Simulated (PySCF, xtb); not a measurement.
C4H6BF, SMILES C=C=CB(C)F. One conformer was computed; it need not be the lowest.

Harmonic wavenumbers (cm⁻¹) from GFN2-xTB run with xtb 6.7.1 at its own minimum, in rising order: 15, 63, 108, 271, 314, 339, 344, 497, 522, 741, 829, 833, 870, 874, 936, 1104, 1120, 1261, 1292, 1383, 1408, 1480, 1484, 2060, 3004, 3017, 3042, 3049, 3082, 3090.

Task: What does PySCF with PBE-D3(BJ)/def2-SVP give at its own minimum? (An estimate is asked for; the answer gives what the named calculation found.)

Result: 27, 64, 112, 292, 346, 373, 383, 507, 540, 756, 778, 826, 838, 871, 931, 1052, 1077, 1240, 1291, 1323, 1378, 1386, 1396, 1993, 2964, 3044, 3058, 3066, 3086, 3152. Paired by order, the mean absolute difference is 30 cm⁻¹ and the zero-point energies are 54.9 and 54.5 kcal/mol.
